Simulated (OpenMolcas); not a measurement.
Consider [Cu2(μ-Cl)2(NH3)4]2+, a planar model complex in vacuum (2 bridging Cl, bridge angle 86°, metal-metal distance 3.19 Å, Cu–Cl 2.34 Å; typed geometry, not optimised).

```xyz
20

Cu    -1.5959     0.0000     0.0000
Cu     1.5959     0.0000     0.0000
Cl     0.0000     1.7114     0.0000
Cl     0.0000    -1.7114     0.0000
N     -3.0313     1.4354     0.0000
H     -3.3131     1.7172     0.9389
H     -2.7382     2.2922    -0.4695
H     -3.8881     1.1423    -0.4694
N     -3.0313    -1.4354     0.0000
H     -3.3131    -1.7172     0.9389
H     -3.8881    -1.1423    -0.4695
H     -2.7382    -2.2922    -0.4694
N      3.0313     1.4354     0.0000
H      3.3131     1.7172     0.9389
H      3.8881     1.1423    -0.4695
H      2.7382     2.2922    -0.4694
N      3.0313    -1.4354     0.0000
H      3.3131    -1.7172     0.9389
H      2.7382    -2.2922    -0.4695
H      3.8881    -1.1423    -0.4694
```

**Question.** Give the energies of the total-spin states at CASSCF(2,2) on the singly occupied d orbitals (ANO-RCC-VDZP on Cu, Cl, N and ANO-RCC-VDZ on H, scalar-relativistic DKH2, RICD, no spin-orbit coupling, OpenMolcas), and the exchange constant.

**Answer.** Local spins 1/2 and 1/2.

| total S | E (cm⁻¹) | natural occupations, lowest and highest |
|---|---|---|
| 1 | 0.0 | 1.000, 1.000 |
| 0 | 9.4 | 0.982, 1.018 |

J = 4.7 cm⁻¹ (ferromagnetic).

J is defined by H = −2J S1·S2, so negative values are antiferromagnetic. Wave-function values come from the highest and lowest total spin; broken-symmetry values use Yamaguchi's formula with the computed ⟨S²⟩. The active space holds the singly occupied metal orbitals alone, without bridging-ligand orbitals. No row is a measured value.
